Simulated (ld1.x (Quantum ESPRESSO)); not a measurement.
# Pseudopotential generation for samarium (Sm): RRKJ, LDA (PZ), scalar-relativistic.

ld1.x (Quantum ESPRESSO) 7.5 input, shortened:

```
&input
   title='Sm', zed=62., rel=1, dft='PZ', iswitch=3,
   config='[Xe] 4f6 5d0 6s1 6p0'
 /
 &inputp
   pseudotype=2, tm=.false., rho0=0.02, lloc=-1, rcloc=2.20,
   nlcc=.false.
 /
4
5S  1  0   2.00   0.00  1.90  1.90  0.0
5P  2  1   6.00   0.00  2.00  2.00  0.0
5D  3  2   0.00   0.00  3.45  3.45  0.0
4F  4  3   6.00   0.00  1.15  1.15  0.0
 &test
   configts(1)='4f6 5s2 5p6 5d0 6s1 6p0'
 /
```

Occupied shells without a wave of their own: 6s. They enter only through the test configuration that unscreens the potential.

All-electron outer shells of the reference configuration (LDA (PZ), scalar-relativistic, ld1.x):

| shell | level (eV) | outermost node (bohr) | outermost maximum (bohr) |
| --- | --- | --- | --- |
| 4p | -253.08 | 0.30 | 0.56 |
| 4d | -134.84 | 0.28 | 0.59 |
| 5s | -49.63 | 0.69 | 1.27 |
| 5p | -29.54 | 0.74 | 1.43 |
| 4f | -8.84 | – | 0.61 |
| 6s | -8.68 | 1.69 | 3.40 |
| 5d | -7.44 | 0.84 | 2.11 |
| 6p | -5.45 | 2.02 | 4.31 |

Problem. Does the generator finish with these settings?

Solution. Yes, a potential is produced.

Problem. Estimate the cutoffs (Ry, on a coarse ladder) from which the occupation-weighted sum of valence levels, in a spherical-Bessel basis at the reference potential, stays within 10 and 1 mRy of its value at 400 Ry.

Solution. 160 Ry and 230 Ry.

Problem. What does a ghost test show?

Solution. No extra level below or beside the all-electron valence levels (s, p, d, f tested).

Problem. Which valence shell sets the plane-wave cutoff?

Solution. 4f: its level needs 200 Ry to come within 1 mRy, against 40 Ry for 5s.

Its largest configuration-test error is -452 meV (4f5 5s2 5p6 5d0 6s2 6p0). 1 of 9 tests not solved or not reliable. Not counted: 4f6 5s2 5p6 5d1 6s1 6p0 (solver errors, printed error -2159 eV).
